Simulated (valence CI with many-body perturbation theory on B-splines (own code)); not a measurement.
E1 line list for Ce XLIV

Level of theory: valence CI with perturbative core correlation (CI+MBPT): five valence electrons over a frozen Dirac-Fock core [Ne], a basis of 9 s, 9 p, 8 d, 6 f, 3 g, 1 h functions for each j, with the one-electron correlation potential Σ1 (screened to all orders), the two-electron term Σ2, the three-electron term Σ3, Breit, model QED; selected single and double excitations, second order for the rest (own B-spline code, finite nucleus).

No measured spectrum was set against this ion. As an estimate, large intervals hold to a few tenths of a per cent, small ones and those within an open d or f shell to about a per cent. Among the levels kept, up to 620 cm⁻¹ of a level comes from second order outside the variational space, and about a tenth of that is noise between levels of different J, which matters for small intervals.

Lines 151 to 200 of 203 in falling wavelength, among levels below 32.231 Ry, chosen from the strongest by gf and those to the six lowest levels. Wavelengths and rates use the calculated energies. Electric multipoles are in the length gauge, E1 and E2 with the static RPA response of the core. Weak lines are less certain than strong ones. Lines between different terms over intervals too small for the method are left out, as are lines whose strength nearly cancels. The highest levels of a list are the least certain.

Levels are named by their leading jj configuration (3d3/2^4 stands for four electrons in 3d with j = 3/2), which in mixed levels can hold well under half, so a name can repeat and another be missing. Letters in brackets count levels of one name in rising energy.

```csv
λ vac (nm),Upper,Lower,A (s⁻¹),S (a.u.) with core polarisation,S without
5.332,(3s 3p1/2^2 3p3/2 3d5/2) J=7/2,(3s^2 3p1/2^2 3d5/2) J=5/2,2.13e+10,1.28e-02,1.30e-02
5.254,(3s 3p1/2^2 3p3/2 3d3/2) J=3/2 [b],(3s^2 3p1/2^2 3d3/2) J=3/2,8.85e+10,2.53e-02,2.58e-02
5.213,(3s 3p1/2 3p3/2^3) J=3/2 [a],(3s^2 3p1/2 3p3/2^2) J=3/2,2.28e+11,6.37e-02,6.49e-02
5.192,(3s 3p1/2 3p3/2^3) J=5/2,(3s^2 3p1/2 3p3/2^2) J=5/2,2.68e+11,1.11e-01,1.13e-01
5.097,(3s 3p1/2 3p3/2^3) J=1/2,(3s^2 3p1/2 3p3/2^2) J=1/2,3.79e+11,4.96e-02,5.05e-02
5.088,(3s 3p1/2 3p3/2^3) J=3/2 [b],(3s^2 3p1/2 3p3/2^2) J=1/2,7.41e+10,1.93e-02,1.96e-02
5.085,(3s 3p1/2^2 3p3/2^2) J=1/2,(3s^2 3p1/2^2 3p3/2) J=3/2,1.12e+11,1.45e-02,1.48e-02
5.075,(3s 3p1/2^2 3p3/2^2) J=3/2,(3s^2 3p1/2^2 3p3/2) J=3/2,1.73e+11,4.45e-02,4.53e-02
5.004,(3s 3p1/2 3p3/2^3) J=5/2,(3s^2 3p1/2 3p3/2^2) J=3/2,5.90e+09,2.19e-03,2.23e-03
4.990,(3s 3p1/2^2 3p3/2 3d3/2) J=5/2 [b],(3s^2 3p1/2^2 3d3/2) J=3/2,2.12e+11,7.80e-02,7.95e-02
4.933,(3s 3p1/2^2 3p3/2 3d3/2) J=1/2 [b],(3s^2 3p1/2^2 3d3/2) J=3/2,2.38e+11,2.82e-02,2.87e-02
4.870,(3s 3p1/2^2 3p3/2 3d5/2) J=5/2,(3s^2 3p1/2^2 3d3/2) J=3/2,5.21e+08,1.78e-04,1.82e-04
4.866,(3s 3p1/2 3p3/2^3) J=3/2 [b],(3s^2 3p1/2 3p3/2^2) J=5/2,4.21e+11,9.58e-02,9.76e-02
4.747,(3s 3p1/2^2 3p3/2 3d5/2) J=3/2,(3s^2 3p1/2^2 3d3/2) J=3/2,8.65e+09,1.83e-03,1.86e-03
4.710,(3s 3p1/2 3p3/2^3) J=1/2,(3s^2 3p1/2 3p3/2^2) J=3/2,1.46e+11,1.51e-02,1.54e-02
4.701,(3s 3p1/2 3p3/2^3) J=3/2 [b],(3s^2 3p1/2 3p3/2^2) J=3/2,7.00e+10,1.44e-02,1.46e-02
4.623,(3s^2 3p1/2 3p3/2 3d3/2) J=5/2 [a],(3s^2 3p1/2^2 3p3/2) J=3/2,1.24e+09,3.63e-04,3.69e-04
4.599,(3s^2 3p1/2 3p3/2 3d3/2) J=3/2 [a],(3s^2 3p1/2^2 3p3/2) J=3/2,3.68e+10,7.07e-03,7.19e-03
4.591,(3s^2 3p1/2 3p3/2 3d3/2) J=1/2 [a],(3s^2 3p1/2^2 3p3/2) J=3/2,3.15e+09,3.01e-04,3.06e-04
4.390,(3s^2 3p3/2^2 3d3/2) J=3/2 [a],(3s^2 3p1/2 3p3/2^2) J=1/2,6.32e+10,1.06e-02,1.08e-02
4.387,(3s^2 3p3/2^2 3d3/2) J=1/2,(3s^2 3p1/2 3p3/2^2) J=1/2,5.08e+10,4.24e-03,4.32e-03
4.265,(3s^2 3p3/2^2 3d5/2) J=1/2,(3s^2 3p1/2 3p3/2^2) J=1/2,3.88e+09,2.97e-04,3.02e-04
4.244,(3s^2 3p3/2^2 3d3/2) J=5/2,(3s^2 3p1/2 3p3/2^2) J=5/2,4.69e+11,1.06e-01,1.08e-01
4.231,(3s^2 3p3/2^2 3d3/2) J=7/2,(3s^2 3p1/2 3p3/2^2) J=5/2,4.27e+11,1.28e-01,1.30e-01
4.224,(3s^2 3p3/2^2 3d3/2) J=3/2 [a],(3s^2 3p1/2 3p3/2^2) J=5/2,3.08e+11,4.58e-02,4.66e-02
4.174,(3s^2 3p1/2 3p3/2 3d5/2) J=3/2 [a],(3s^2 3p1/2^2 3p3/2) J=3/2,1.42e+08,2.04e-05,2.07e-05
4.172,(3s^2 3p3/2^2 3d3/2) J=3/2 [b],(3s^2 3p1/2 3p3/2^2) J=1/2,6.29e+11,9.02e-02,9.18e-02
4.164,(3s^2 3p1/2 3p3/2 3d3/2) J=5/2 [b],(3s^2 3p1/2^2 3p3/2) J=3/2,5.64e+11,1.21e-01,1.23e-01
4.161,(3s^2 3p3/2^2 3d5/2) J=7/2,(3s^2 3p1/2 3p3/2^2) J=5/2,1.27e+11,3.62e-02,3.68e-02
4.118,(3s^2 3p3/2^2 3d3/2) J=5/2,(3s^2 3p1/2 3p3/2^2) J=3/2,2.44e+11,5.03e-02,5.12e-02
4.099,(3s^2 3p3/2^2 3d3/2) J=3/2 [a],(3s^2 3p1/2 3p3/2^2) J=3/2,5.65e+11,7.69e-02,7.83e-02
4.098,(3s^2 3p1/2 3p3/2 3d5/2) J=5/2 [a],(3s^2 3p1/2^2 3p3/2) J=3/2,1.40e+11,2.84e-02,2.90e-02
4.097,(3s^2 3p3/2^2 3d3/2) J=1/2,(3s^2 3p1/2 3p3/2^2) J=3/2,8.60e+11,5.84e-02,5.95e-02
4.080,(3s^2 3p1/2 3p3/2 3d3/2) J=3/2 [b],(3s^2 3p1/2^2 3p3/2) J=3/2,1.14e+12,1.52e-01,1.55e-01
4.076,(3s^2 3p1/2 3p3/2 3d3/2) J=1/2 [b],(3s^2 3p1/2^2 3p3/2) J=3/2,8.40e+11,5.62e-02,5.72e-02
4.022,(3s^2 3p3/2^2 3d3/2) J=3/2 [b],(3s^2 3p1/2 3p3/2^2) J=5/2,2.13e+10,2.73e-03,2.78e-03
3.990,(3s^2 3p3/2^2 3d5/2) J=1/2,(3s^2 3p1/2 3p3/2^2) J=3/2,2.92e+10,1.83e-03,1.86e-03
3.908,(3s^2 3p3/2^2 3d3/2) J=3/2 [b],(3s^2 3p1/2 3p3/2^2) J=3/2,4.35e+09,5.13e-04,5.22e-04
3.860,(3s^2 3p3/2^2 3d5/2) J=5/2,(3s^2 3p1/2 3p3/2^2) J=5/2,4.88e+08,8.30e-05,8.44e-05
3.839,(3s^2 3p1/2 3p3/2 3d5/2) J=5/2 [b],(3s^2 3p1/2^2 3p3/2) J=3/2,4.39e+10,7.35e-03,7.48e-03
3.800,(3s^2 3p1/2 3p3/2 3d5/2) J=3/2 [b],(3s^2 3p1/2^2 3p3/2) J=3/2,2.46e+10,2.66e-03,2.71e-03
3.780,(3s^2 3p1/2 3p3/2 3d5/2) J=1/2,(3s^2 3p1/2^2 3p3/2) J=3/2,3.07e+10,1.64e-03,1.67e-03
3.755,(3s^2 3p3/2^2 3d5/2) J=5/2,(3s^2 3p1/2 3p3/2^2) J=3/2,1.63e+07,2.56e-06,2.59e-06
3.648,(3s 3p1/2 3p3/2^3) J=3/2 [a],(3s^2 3p1/2^2 3p3/2) J=3/2,5.67e+09,5.44e-04,5.54e-04
3.545,(3s 3p1/2 3p3/2^3) J=5/2,(3s^2 3p1/2^2 3p3/2) J=3/2,2.31e+09,3.05e-04,3.10e-04
3.394,(3s 3p1/2 3p3/2^3) J=1/2,(3s^2 3p1/2^2 3p3/2) J=3/2,1.38e+09,5.31e-05,5.40e-05
3.390,(3s 3p1/2 3p3/2^3) J=3/2 [b],(3s^2 3p1/2^2 3p3/2) J=3/2,8.64e+08,6.65e-05,6.77e-05
3.076,(3s^2 3p3/2^2 3d3/2) J=5/2,(3s^2 3p1/2^2 3p3/2) J=3/2,4.53e+07,3.91e-06,3.99e-06
3.065,(3s^2 3p3/2^2 3d3/2) J=3/2 [a],(3s^2 3p1/2^2 3p3/2) J=3/2,1.44e+07,8.18e-07,8.36e-07
3.064,(3s^2 3p3/2^2 3d3/2) J=1/2,(3s^2 3p1/2^2 3p3/2) J=3/2,2.66e+08,7.57e-06,7.72e-06
```
